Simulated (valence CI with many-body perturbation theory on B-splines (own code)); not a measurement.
Level structure of Tb¹⁶⁺

Level of theory: valence CI with perturbative core correlation (CI+MBPT): three valence electrons over a frozen Dirac-Fock core [Kr] 4d10, a basis of 7 s, 7 p, 7 d, 7 f, 4 g, 2 h functions for each j, with the one-electron correlation potential Σ1 (screened to all orders), the two-electron term Σ2, the three-electron term Σ3, Breit, model QED; selected single and double excitations, second order for the rest, scaled by the run's own slope (own B-spline code, finite nucleus).

No measured spectrum was set against this ion. As an estimate, terms of the open shell hold to a few per cent of their energy, and close levels can change places.

Levels 136 to 180 of 258, with energies above the lowest level, (4f5/2^3) J=9/2. "Leading %" is the weight of the configuration and term that name the level; weights of strongly mixed levels are sums over their largest components and can fall short. In the jj column 3d3/2^4 stands for four electrons in 3d with j = 3/2. Lifetimes count E1, E2, E3, M1 and M2 decay at the calculated energies, and are blank where another channel may lead or the interval is too uncertain; long ones can be off by a factor of two.

```tsv
No.	Configuration	Term	J	E (eV)	Leading %	Second component	Lifetime	g	Leading jj
136	4f2 5p	2P°	3/2	63.07	60	20 % 4f2 5p 2D°	51.6 ps	1.283	4f7/2^2 5p3/2 (48 %)
137	4f2 5p	2P°	1/2	63.12	87	9 % 4f2 5p 4D°	51.7 ps	0.667	4f5/2 4f7/2 5p3/2 (80 %)
138	4f 5s 5p	4F	3/2	63.17	71	18 % 4f 5s 5p 2D	1.03 ns	0.555	4f5/2 5s 5p1/2 (90 %)
139	4f 5s 5p	2F	7/2	63.45	41	25 % 4f 5s 5p 4D	1.08 ns	1.153	4f5/2 5s 5p1/2 (51 %)
140	4f 5s 5p	4F	5/2	63.69	33	25 % 4f 5s 5p 4D	692 ps	1.037	4f5/2 5s 5p1/2 (71 %)
141	4f 5s 5p	4F	9/2	64.53	42	38 % 4f 5s 5p 4G	896 ps	1.227	4f7/2 5s 5p1/2 (91 %)
142	4f 5s 5p	2F	5/2	64.98	48	35 % 4f 5s 5p 2D	730 ps	0.957	4f7/2 5s 5p1/2 (68 %)
143	4f 5s 5p	2G	7/2	65.54	48	21 % 4f 5s 5p 4D	531 ps	1.065	4f7/2 5s 5p1/2 (92 %)
144	4f2 5p	2P°	3/2	68.28	97		53.3 ps	1.330	4f7/2^2 5p3/2 (70 %)
145	4f 5s 5p	4F	7/2	71.88	39	28 % 4f 5s 5p 4G	3.50 ns	1.134	4f5/2 5s 5p3/2 (96 %)
146	4f 5s 5p	4F	5/2	72.22	39	32 % 4f 5s 5p 4D	2.51 ns	1.098	4f5/2 5s 5p3/2 (97 %)
147	4f 5s 5p	4G	9/2	72.46	55	42 % 4f 5s 5p 4F	21.2 ns	1.237	4f5/2 5s 5p3/2 (51 %)
148	4f 5s 5p	4D	3/2	72.90	73	20 % 4f 5s 5p 4F	4.99 ns	1.012	4f5/2 5s 5p3/2 (98 %)
149	4f 5s 5p	4D	1/2	73.35	100		93.3 ns	-0.005	4f5/2 5s 5p3/2 (100 %)
150	4f 5s 5p	2F	7/2	73.57	37	30 % 4f 5s 5p 4D	5.68 ns	1.197	4f7/2 5s 5p3/2 (96 %)
151	4f 5s 5p	4G	11/2	73.61	100		98.8 ns	1.272	4f7/2 5s 5p3/2 (100 %)
152	4f 5s 5p	2G	9/2	74.35	86	12 % 4f 5s 5p 4F	10.2 ns	1.138	4f7/2 5s 5p3/2 (50 %)
153	4f 5s 5p	4D	5/2	74.36	34	30 % 4f 5s 5p 2F	720 ps	1.135	4f7/2 5s 5p3/2 (94 %)
154	4f 5s 5p	2D	3/2	75.68	82	14 % 4f 5s 5p 4D	3.30 ns	0.837	4f7/2 5s 5p3/2 (98 %)
155	4f 5s 5p	2F	5/2	77.37	79	13 % 4f 5s 5p 2D	31.2 ps	0.895	4f5/2 5s 5p3/2 (91 %)
156	4f 5s 5p	2F	7/2	78.31	61	26 % 4f 5s 5p 2G	29.0 ps	1.079	4f7/2 5s 5p3/2 (49 %)
157	4f 5s 5p	2G	7/2	78.93	71	24 % 4f 5s 5p 2F	28.5 ps	0.964	4f5/2 5s 5p3/2 (48 %)
158	4f 5s 5p	2D	3/2	79.21	91	5 % 4f 5s 5p 4F	26.4 ps	0.786	4f5/2 5s 5p3/2 (91 %)
159	4f 5s 5p	2G	9/2	79.74	89	6 % 4f 5s 5p 4G	27.3 ps	1.121	4f7/2 5s 5p3/2 (92 %)
160	4f 5s 5p	2D	5/2	80.43	89		26.4 ps	1.189	4f7/2 5s 5p3/2 (89 %)
161	5s2 5p	2P°	1/2	88.18	98		2.30 ns	0.665	5s^2 5p1/2 (98 %)
162	4f 5p2	4G°	5/2	94.50	38	21 % 4f 5p2 2F°	56.8 ps	0.845	4f5/2 5p1/2^2 (95 %)
163	4f 5p2	2F°	7/2	96.05	25	23 % 4f 5p2 4D°	55.8 ps	1.151	4f7/2 5p1/2^2 (95 %)
164	5s2 5p	2P°	3/2	98.87	98		1.41 ns	1.333	5s^2 5p3/2 (98 %)
165	4f2 5d	4I	9/2	100.06	58	36 % 4f2 5d 2H	8.76 ps	0.808	4f5/2^2 5d3/2 (82 %)
166	4f2 5d	4K	11/2	100.43	60	29 % 4f2 5d 2I	13.0 ps	0.850	4f5/2^2 5d3/2 (94 %)
167	4f2 5d	4H	7/2	100.92	73	14 % 4f2 5d 2G	6.45 ps	0.736	4f5/2^2 5d3/2 (79 %)
168	4f2 5d	4G	5/2	100.93	55	29 % 4f2 5d 2F	10.3 ps	0.722	4f5/2^2 5d3/2 (84 %)
169	4f2 5d	4I	11/2	101.04	45	32 % 4f2 5d 2H	9.63 ps	0.992	4f5/2 4f7/2 5d3/2 (93 %)
170	4f2 5d	2H	9/2	101.44	39	18 % 4f2 5d 4I	8.93 ps	0.938	4f5/2 4f7/2 5d3/2 (72 %)
171	4f2 5d	4K	13/2	101.74	79	8 % 4f2 5d 2I	12.9 ps	0.984	4f5/2 4f7/2 5d3/2 (86 %)
172	4f2 5d	4H	7/2	101.84	63	17 % 4f2 5d 4G	9.88 ps	0.781	4f5/2^2 5d3/2 (65 %)
173	4f2 5d	4I	11/2	101.89	40	14 % 4f2 5d 2H	10.1 ps	1.033	4f5/2 4f7/2 5d3/2 (34 %)
174	4f2 5d	4G	7/2	101.97	50	26 % 4f2 5d 4H	11.2 ps	0.935	4f5/2 4f7/2 5d3/2 (71 %)
175	4f2 5d	4H	9/2	102.00	64	14 % 4f2 5d 2H	8.17 ps	0.934	4f5/2^2 5d5/2 (63 %)
176	4f2 5d	2P	1/2	102.06	55	31 % 4f2 5d 4D	7.74 ps	0.689	4f5/2^2 5d3/2 (86 %)
177	4f2 5d	4I	13/2	102.34	63	17 % 4f2 5d 4H	8.79 ps	1.117	4f7/2^2 5d3/2 (63 %)
178	4f2 5d	4F	3/2	102.52	51	26 % 4f2 5d 2D	7.45 ps	0.760	4f5/2^2 5d3/2 (56 %)
179	4f2 5d	4H	11/2	102.55	42	20 % 4f2 5d 2I	8.84 ps	1.040	4f7/2^2 5d3/2 (41 %)
180	4f 5p2	4G°	5/2	102.59	43	36 % 4f 5p2 2D°	35.0 ps	0.946	4f5/2 5p1/2 5p3/2 (98 %)
```

Where two levels of one J and parity lie close, their mixing, g and order are uncertain.
